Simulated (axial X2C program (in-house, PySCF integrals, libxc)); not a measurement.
# Photoelectron levels of SnP⁻ by EOM-IP-CCSD

Computed with an axial X2C code built on PySCF integrals: two-component X2C with atomic mean-field Coulomb and Gaunt terms, Gaussian nuclei, basis Sn dyall-acv3z, P dyall-av3z with contracted cores.

R = 2.263 Å (near the PBE0 minimum at charge -1 of the determinant lowest at the starting distance; the state shown can have its own minimum elsewhere).

Vertical detachment energies of SnP⁻ to the states of SnP:

| Ω of SnP | vertical detachment energy (eV) | above lowest (cm⁻¹) | ionised spinor | one-hole weight |
| --- | --- | --- | --- | --- |
| 3/2 | 2.689 | 0 | 61% P pπ, 28% Sn pπ | 0.93 |
| 1/2 | 2.762 | 588 | 42% P pπ, 24% Sn pπ, 12% P pσ | 0.94 |
| 1/2 | 2.964 | 2217 | 31% P pσ, 27% Sn pσ, 13% P pπ | 0.94 |
| 1/2 | 6.870 | 33721 | 42% Sn sσ, 24% P pσ, 16% P sσ | 0.73 |

Q: Take the first Ω = 1/2 and Ω = 3/2 rows of π character: how far apart are they, and which lies lower?

A: E(3/2) − E(1/2) = 0 − 588 = -588 cm⁻¹ at EOM-IP-CCSD: inverted, Ω = 3/2 lower. Splittings at this level can be off by ten to twenty per cent.

This point took 29 s on 1 thread of Arm Neoverse N1, with other jobs on the host.

Reference electrons by ω block (each with its −ω partner): 1/2: 22, 3/2: 9, 5/2: 2. 20 electrons of SnP⁻ correlated (inner shells frozen), 82 natural virtual spinors (a truncated set); levels can be off by some tenths of an eV. Roots sought by Ω: (1/2: 4, 3/2: 3, 5/2: 1); the list ends where they run out and leaves out roots under 60 % one-particle weight. The solver can skip a root, and states that need a further excitation, which the method places far too high, are missing though they may lie low or lowest. T1 of the reference 0.018 (Lee–Taylor). Number of frozen shells: Sn 4 s, 3 p, 1 d; P 2 s, 1 p.
